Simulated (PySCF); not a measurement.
**GeF₄ + SiF₂ → GeF₂ + SiF₄**

Level: B3LYP in the def2-TZVP basis family, all electrons, no relativity, computed in PySCF with density fitting; open shells unrestricted.

```
species                             state and structure  ZPE (kJ/mol)  H(298 K) − H(0) (kJ/mol)  S° (J/(mol K))
   GeF₄                  singlet, Td, Ge–F 1.702 Å (×4)          25.4                      17.5           303.9
   SiF₂  singlet, C2v, Si–F 1.609 Å (×2); F–Si–F 100.8°          12.1                      11.3           257.2
   GeF₂   singlet, C2v, Ge–F 1.758 Å (×2); F–Ge–F 97.4°           9.4                      11.9           271.8
   SiF₄                  singlet, Td, Si–F 1.567 Å (×4)          33.1                      15.4           283.4
```

Q: Is the gas-phase reaction uphill or downhill in electronic energy at this level, and by how much?

A: At B3LYP/def2-TZVP, ΔE = -309.6 kJ/mol, downhill. The heavier germanium gives up the higher oxidation state, the inert-pair effect.

Q: Add zero-point, thermal and entropy terms for 298.15 K and 1 bar.

A: ΔZPE = 5.0 and Δ[H(298) − H(0)] = -1.5 kJ/mol give ΔH° = -306.1 kJ/mol. ΔS° = -5.9 J/(mol K), so ΔG° = -306.1 − 298.15 × (-0.0059) = -304 kJ/mol.

Only the bonding shown was studied: isomers, or loss of a ligand pair, can lie lower.
